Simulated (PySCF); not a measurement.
ZrF3Cl, SMILES [F][Zr]([F])([F])[Cl], multiplicity 1. Geometry: r2SCAN-D4/def2-SVP. The spin state was assumed, not searched. The structure was generated by enumeration; whether it is a known compound was not checked. The def2 effective core potentials stand for the cores of Zr; spin–orbit coupling is left out.

These are PySCF with r2SCAN-D4/def2-SVP values and carry that method's errors.

Harmonic wavenumbers (cm⁻¹): 125, 125, 159, 159, 161, 415, 691, 710, 711. Rotational constants (GHz): 2.801, 1.692, 1.692; symmetry number 3.

Q: Work out the zero-point energy and the ideal-gas rigid-rotor harmonic-oscillator thermochemistry at 298.15 K and 1 atm.

A: ZPE = ½ Σ hcν = ½ × 3255 cm⁻¹ = 4.65 kcal/mol. H − E(el) = 9.46 kcal/mol. Entropy in cal/(mol K): translation 41.53, rotation 25.90, vibration 15.53, total 82.96. G − E(el) = -15.27 kcal/mol. Cp = 21.38 cal/(mol K). Modes under 150 cm⁻¹ make the vibrational entropy uncertain.
